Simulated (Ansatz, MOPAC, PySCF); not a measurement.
Noncovalent pair: hydrogen isocyanide (SMILES [C-]#[NH+]) (first 3 atoms) with hydrogen isocyanide (SMILES [C-]#[NH+]); geometry from B3LYP-D3(BJ)/def2-TZVP, rigid monomers moved along the line of their centres of mass till H3···C4 is 1.85 Å.
(charge 0, multiplicity 1):
```csv
atom,x (Å),y (Å),z (Å)
C,-0.2166,0.3936,-1.1305
N,-0.1158,0.3302,0.0263
H,-0.0279,0.2747,1.0361
C,0.1313,0.1747,2.8745
N,0.2315,0.1125,4.0271
H,0.3179,0.0588,5.0205
```

Counterpoise-corrected where a basis set is named; no monomer relaxation. Rows marked so take none.

Rows in 3-21G carry no dispersion term and start afresh at each structure. The state reached by AM1, PM3 isn't checked.

Codes used: Ansatz (Gaussian basis) for Hartree–Fock, density functionals and correlated methods; MOPAC for AM1, PM3 (differences of heats of formation); PySCF for 3-21G rows, the dispersion terms. Each number belongs to the level named beside it.

**Question.** One of these levels gives -359.8 meV for the interaction energy. Which one is it?
A) PBE-D4/def2-TZVPPD
B) AM1
C) HF/3-21G (no counterpoise)
D) PM3

**Answer.** C, HF/3-21G (no counterpoise). The others give -176.0 (AM1), -489.1 (PM3), -328.3 (PBE-D4/def2-TZVPPD)

Ansatz is an electronic-structure program.
